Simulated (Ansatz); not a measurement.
Ga(NH3)F3 (GaNF3H3). The state is a singlet with charge 0. Geometry PBE-D4/def2-SVP, basis def2-TZVP, Ansatz.

Cartesian coordinates in Å:
```
Ga -0.655 -0.827 0.085
N 0.630 0.795 -0.082
H 1.083 0.796 -1.007
H 1.360 0.747 0.643
H 0.108 1.676 0.032
F 0.071 -1.644 1.481
F -0.411 -1.571 -1.505
F -2.185 0.028 0.353
```

```tsv
run	HOMO (eV)	LUMO (eV)
A	-10.03	-1.26
B	-12.31	-0.21
C	-11.94	-0.07
D	-8.25	-1.76
E	-10.33	-0.85
F	-15.24	1.94
```

B3LYP takes the VWN-RPA correlation.

Question: The runs used B3LYP, BHLYP, CAM-B3LYP, HF, PBE, PBE0. Estimate which is which.

Answer: A B3LYP (20 % exact exchange); B BHLYP (50 % exact exchange); C CAM-B3LYP (range-separated); D PBE (0 % exact exchange); E PBE0 (25 % exact exchange); F HF (100 % exact exchange). Exact exchange lowers occupied and raises empty levels; among semilocal functionals meta-GGAs tend to open the gap a little, and such runs are hard to tell apart. The gap grows from 6.49 eV (PBE) to 17.18 eV (HF).
